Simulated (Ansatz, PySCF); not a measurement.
Caution: the highest occupied level lies above zero, so the state may not be bound. This triplet is an excited state, 0.81 eV above the relaxed singlet at the level frozen-core CCSD(T)/aug-cc-pVDZ // PBE0-D3(BJ)/def2-TZVPD (Ansatz, a quantum-chemistry and plane-wave program).

**C₂H₅BN, SMILES `N[B-]C=C` (excited triplet) (charge -1, multiplicity 3)**

Level of theory: PBE0-D3(BJ)/def2-TZVPD (PySCF).

| Quantity | Result |
|---|---|
| highest occupied spin orbital | 1.86 eV |
| total energy | -4316.23 eV |
| cost | roughly 110 core-seconds |

```xyz
9

C      1.8234     0.0035    -0.3552
C      0.5643    -0.1691     0.2254
B     -0.7471     0.4586    -0.0470
N     -2.0751     0.1304     0.4608
H      2.7009    -0.5275     0.0046
H      1.9719     0.6839    -1.1899
H      0.5449    -0.9011     1.0541
H     -2.1022    -0.5778     1.1945
H     -2.6811     0.8990     0.7083
```
Charge -1, spin multiplicity 3.
